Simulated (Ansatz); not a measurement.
Program: Ansatz. Geometries: PBE0-D4/def2-TZVP. ΔE: electronic, gas phase. CCSD(T)/CBS is the MP2 limit (def2-TZVPP, def2-QZVPP) plus CCSD(T) − MP2 in def2-TZVPP, frozen cores. Functionals use def2-TZVPP. def2 core potentials past Kr. For Mo, Ti outer-core shells are correlated without core-valence functions, which leaves a few kJ/mol of doubt a bond. Scalar relativity is left out up to krypton. Each species was taken in one conformer, which may not be the lowest.

`CC[O][Ti]([F])([O]CC)[O]CC` + `[CH3][Mo](=[O])([OH])=[S]` → `CC[O][Ti]([OH])([O]CC)[O]CC` + `[CH3][Mo](=[O])([F])=[S]`  (redistribution)

`CC[O][Ti]([F])([O]CC)[O]CC`:

```xyz
26

C    -2.579    0.629    0.345
C    -2.129   -0.047    1.622
O    -0.765    0.126    1.860
Ti    0.840    0.704    1.369
F     1.693    1.422    2.762
O     1.762   -0.667    0.721
C     1.826   -1.950    0.173
C     0.475   -2.630    0.148
O     0.637    1.910    0.082
C     0.626    2.269   -1.266
C     1.080    1.140   -2.165
H    -2.059    0.210   -0.520
H    -2.370    1.700    0.383
H    -3.653    0.489    0.201
H    -2.339   -1.123    1.576
H    -2.682    0.354    2.479
H     2.537   -2.540    0.763
H     2.232   -1.873   -0.843
H     0.063   -2.707    1.157
H     0.565   -3.636   -0.268
H    -0.231   -2.067   -0.468
H     1.277    3.142   -1.395
H    -0.391    2.582   -1.534
H     2.092    0.822   -1.903
H     1.077    1.462   -3.209
H     0.416    0.278   -2.070
```

`[CH3][Mo](=[O])([OH])=[S]`:

Z-matrix (Å, degrees):
```
C
Mo 1 2.094
H 1 1.092 2 109.7
H 1 1.095 2 107.2 3 -119.8
H 1 1.091 2 110.7 3 121.0
O 2 1.669 1 104.6 3 -177.2
O 2 1.860 1 108.6 3 62.0
S 2 2.108 1 105.0 3 -60.4
H 7 0.961 2 124.4 1 -105.5
```

`CC[O][Ti]([OH])([O]CC)[O]CC`:

```xyz
27

C     2.478   -2.854    0.382
C     1.048   -2.559   -0.017
O     0.822   -1.181   -0.073
Ti    0.144    0.124   -1.094
O     0.213   -0.390   -2.836
O     1.095    1.610   -0.826
C     1.202    2.907   -0.325
C    -0.019    3.317    0.470
O    -1.562    0.382   -0.644
C    -2.613    0.233    0.260
C    -2.427   -0.966    1.164
H     2.640   -3.933    0.444
H     2.703   -2.412    1.354
H     3.173   -2.441   -0.352
H     0.825   -3.014   -0.991
H     0.356   -2.998    0.714
H     0.836   -0.120   -3.511
H     2.099    2.963    0.303
H     1.353    3.596   -1.166
H     0.094    4.340    0.838
H    -0.918    3.267   -0.149
H    -0.157    2.657    1.329
H    -2.698    1.149    0.859
H    -3.545    0.135   -0.311
H    -3.265   -1.049    1.861
H    -1.503   -0.877    1.740
H    -2.375   -1.885    0.577
```

`[CH3][Mo](=[O])([F])=[S]`:

Z-matrix (Å, degrees):
```
C
Mo 1 2.085
H 1 1.093 2 109.0
H 1 1.090 2 111.8 3 121.3
H 1 1.096 2 106.6 3 -119.3
O 2 1.664 1 104.2 3 -176.5
F 2 1.842 1 110.1 3 60.0
S 2 2.101 1 104.2 3 -62.3
```

```csv
level,ΔE (kJ/mol)
r2SCAN0-D4,42.4
CAM-B3LYP-D4,41.3
HF/def2-QZVPP,35.1
MP2/CBS(def2),40.9
```

(1) What does CCSD(T)/CBS give? (Estimate.)

Largest T1 diagnostic among the species: 0.025, so the coupled-cluster value is less sure than usual.

Answers

(1) Ansatz gave: +40.3 kJ/mol. The listed levels differ from it by 2.1, 1.0, -5.2, 0.6 kJ/mol.

The D4 term adds +6.3 kJ/mol with B3LYP and +3.9 kJ/mol with PBE0; it sums over pairs of atoms, weighted by their polarisabilities, and B3LYP, whose exchange is more repulsive, gets the larger term. Leaving LDA and LC-ωPBE aside and taking each functional with its dispersion term where it has one, the values, not all of them listed here, spread over 4.9 kJ/mol, from B2PLYP to r2SCAN0-D4. LDA lies +8.7 kJ/mol from PBE without D4. In def2-TZVPP, CCSD(T) changes the Hartree–Fock value by +7.1 kJ/mol (the triples alone add +1.5 kJ/mol) and MP2 by +7.7 kJ/mol.

B3LYP here is the variant with VWN-RPA as its local correlation; programs differ in this.
